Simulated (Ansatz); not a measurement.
A made-up structure of CH$_{3}$SSe (charge -1), singlet:

C1  (-1.083, -0.355, -0.798)
Se2  (-0.355, 1.072, -0.024)
S3  (2.073, 0.769, 0.826)
H4  (-0.844, -0.604, -1.830)
H5  (3.260, 0.975, 1.456)
H6  (1.701, 0.280, 2.019)
(Å)

It is relaxed with PBE-D4/def2-SVPD and then PBE0-D4/def2-TZVPD (Ansatz 0.2.0). Atoms count as bonded within 1.22 times the sum of their covalent radii (H–H: 0.88 Å). The end point is not checked to be a true minimum.

(1) Does its bonding change? (A judgement: the text doesn't fix the answer.)

## Answers

(1) Computed: Yes. Formed: C1–S3, C1–H6; broken: Se2–S3, S3–H6.

Where it ends: The first stage lowers the energy by 3.85 eV in 35 steps. It ends as CH₃SSe ([SH][CH2][Se]), total charge -1:
```xyz
6
angstrom
C 0.5143 0.3156 -0.0541
Se -1.1550 1.3211 -0.1217
S 1.4207 0.7420 1.4700
H 0.3154 -0.7564 -0.0442
H 2.5109 -0.0501 1.3072
H 1.1457 0.5639 -0.9075
```

Labels in which every atom is bracketed show which atoms are joined, not bond orders.

For scale, one of the runs: PBE0-D4/def2-TZVPD relaxation, 167 basis functions, launched by `ansatz run in.yaml --threads 2 --pin off --events-out ev --progress --plain --max-ram 4352MiB`. The run took about 35 s on 2 CPU threads of an Arm Neoverse V1 (shared host).
